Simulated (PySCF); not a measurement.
Species: C₅H₇FO.
Cartesian coordinates in Å at the GFN2-xTB level; atoms count from 1:
```
atom  x, y, z in Å
O1     0.1745    2.5105    0.4218
C2     0.0679    1.3364    0.2167
C3    -1.1358    0.4685    0.5020
C4    -0.8511   -0.8663   -0.1841
C5     0.6724   -0.9913   -0.1366
C6     1.1548    0.4328   -0.3898
F7     2.3859    0.6776    0.1674
H8    -1.1938    0.3498    1.5869
H9    -2.0559    0.9503    0.1740
H10   -1.3456   -1.7023    0.3068
H11   -1.1865   -0.8313   -1.2217
H12    1.0611   -1.7019   -0.8631
H13    1.0031   -1.2953    0.8580
H14    1.2484    0.6621   -1.4604
```

The closed-shell SCF was solved with PySCF and density fitting under several settings on one GFN2-xTB geometry (grid level 2 and gas phase unless stated).

```csv
settings,basis functions,SCF cycles,E (Eh),HOMO (eV),LUMO (eV),dipole (D)
PBE0/pcSseg-1,154,14,-369.3583,-7.29,-1.04,4.01
PBE0/def2-SVPD,202,14,-369.1505,-7.39,-1.20,4.24
"HF/pcSseg-1, start guess huckel",154,13,-367.6539,-11.16,3.10,4.62
"PW91/cc-pVDZ, IEF-PCM methanol, energy threshold 1e-11 Eh",133,13,-369.6901,-5.47,-1.84,4.29
"KT3/aug-cc-pVDZ, IEF-PCM acetonitrile, energy threshold 1e-06 Eh",224,8,-375.2134,-5.98,-2.15,5.23
```

**Question.** Estimate the rows for these settings: (1) PBE0/6-31G, fitting basis def2-qzvpp-jkfit, energy threshold 1e-07 Eh; (2) PBE0/pcSseg-1, start guess sap, energy threshold 1e-07 Eh.

**Answer.** 
```tsv
settings	basis functions	SCF cycles	E (Eh)	HOMO (eV)	LUMO (eV)	dipole (D)
PBE0/6-31G, fitting basis def2-qzvpp-jkfit, energy threshold 1e-07 Eh	77	9	-369.2921	-7.11	-0.88	4.20
PBE0/pcSseg-1, start guess sap, energy threshold 1e-07 Eh	154	14	-369.3583	-7.29	-1.04	4.01
```

**Question.** Over all rows, what range does the HOMO–LUMO gap span?

**Answer.** From 3.63 eV (PW91/cc-pVDZ, IEF-PCM methanol, energy threshold 1e-11 Eh) to 14.26 eV (HF/pcSseg-1, start guess huckel). The functional of the narrowest has no exact exchange, that of the widest 100 % exact exchange.

**Question.** And the dipole moment?

**Answer.** From 4.01 D to 5.23 D; the largest is 1.30 times the smallest, and the median is 4.24 D.

**Question.** Compare two rows with the functional PBE0: PBE0/def2-SVPD and PBE0/6-31G, fitting basis def2-qzvpp-jkfit, energy threshold 1e-07 Eh. Which energy is lower, and by how much?

**Answer.** PBE0/6-31G, fitting basis def2-qzvpp-jkfit, energy threshold 1e-07 Eh (77 functions) lies 0.1416 Eh or 89 kcal/mol below PBE0/def2-SVPD (202 functions). The smaller set gives the lower energy; the two sets aren't nested, so the variational bound doesn't order them by size.

Cycle counts include a coarse-grid stage where the run had one. KT3 was designed for NMR shieldings or shifts; total energies of different functionals aren't comparable. One conformer (not necessarily the lowest) at the GFN2-xTB geometry, without vibrations or thermal averaging.
